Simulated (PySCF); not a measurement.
**Energy of Sr+ (strontium, charge +1) between two integer charges**

The 5s alpha orbital of [Kr] 5s1 is emptied in steps (occupation f), with all orbitals relaxed, ending at [Kr]. Calculation: PySCF 2.14, in def2-TZVP with the def2 core potential (28 electrons); a scalar-relativistic core potential. The exact energy is a straight line in f; departures are measured from the line between the end points of the same method.

```csv
f,UHF (eV),LDA (eV),PBE (eV),PBE0 (eV),r2SCAN (eV),LC-wPBE (eV),BHandHLYP (eV),TPSS (eV)
1,0.000,0.000,0.000,0.000,0.000,0.000,0.000,0.000
0.75,0.005,-0.456,-0.469,-0.341,-0.379,0.015,-0.247,-0.438
0.5,0.006,-0.597,-0.630,-0.456,-0.480,0.015,-0.331,-0.596
0.25,0.005,-0.433,-0.475,-0.343,-0.325,0.004,-0.250,-0.465
0,0.000,0.000,0.000,0.000,0.000,0.000,0.000,0.000
```

| method | E(f=0) − E(f=1) (eV) | −ε at f=1 (eV) | −ε at f=0.5 (eV) |
| --- | --- | --- | --- |
| UHF | 10.442 | 10.469 | 10.442 |
| LDA | 11.333 | 8.875 | 11.389 |
| PBE | 11.171 | 8.681 | 11.153 |
| PBE0 | 11.048 | 9.233 | 11.039 |
| r2SCAN | 10.866 | 8.769 | 11.006 |
| LC-wPBE | 10.833 | 10.920 | 10.802 |
| BHandHLYP | 11.028 | 9.710 | 11.022 |
| TPSS | 10.878 | 8.555 | 10.808 |

Orbital energy along the path (eV):

| f | UHF | LDA | PBE | PBE0 | r2SCAN | LC-wPBE | BHandHLYP | TPSS |
| --- | --- | --- | --- | --- | --- | --- | --- | --- |
| 1 | -10.469 | -8.875 | -8.681 | -9.233 | -8.769 | -10.920 | -9.710 | -8.555 |
| 0.75 | -10.455 | -10.143 | -9.909 | -10.135 | -9.917 | -10.866 | -10.366 | -9.691 |
| 0.5 | -10.442 | -11.389 | -11.153 | -11.039 | -11.006 | -10.802 | -11.022 | -10.808 |
| 0.25 | -10.429 | -12.568 | -12.440 | -11.968 | -11.925 | -10.793 | -11.684 | -12.032 |
| 0 | -10.417 | -13.413 | -13.474 | -12.680 | -11.947 | -10.834 | -12.376 | -13.226 |

Reference removal energy between the ground levels: 11.030 eV (measured; NIST Atomic Spectra Database, ionization energies). UHF lacks correlation.
